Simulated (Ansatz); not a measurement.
```yaml
crystal:
  periodic: [true, true, true]
  atoms:
    - {symbol: O, position_ang: [-1.849782, -0.193356, 0.560163]}
    - {symbol: W, position_ang: [-0.183868, 0.140859, -0.099039]}
    - {symbol: O, position_ang: [0.794670, -0.815933, 1.243886]}
    - {symbol: Cl, position_ang: [0.381676, -1.623651, -1.385183]}
    - {symbol: Cl, position_ang: [-0.623448, 1.556384, -2.094690]}
    - {symbol: Cl, position_ang: [0.201012, 1.776986, 0.761382]}
    - {symbol: H, position_ang: [1.706286, -0.976459, 1.421022]}
basis:
  gaussian: {orbitals: def2-mTZVPP}
hamiltonian: {xc: {name: B97}}
output: {forces: true}
```

```sh
$ ansatz run in.yaml --threads 4 --pin off --events-out ev --progress --plain --max-ram 11315MiB
```

It prints (some lines left out):

```
Error: YAML parse error: error: line 2 column 3: crystal: missing field `lattice` (a structure is typed as `lattice` and `atoms`, a molecule's as `atoms` in Å alone, or read from a run's directory, `checkpoint`)
 --> <input>:2:3
1 | crystal:
2 |   periodic: [true, true, true]
3 |   atoms:
4 |     - {symbol: O, position_ang: [-1.849782, -0.193356, 0.560163]}
```

(1) Something in this input is off. What?

Answers

(1) The molecule is marked periodic without a cell. The input was rejected before any iteration.
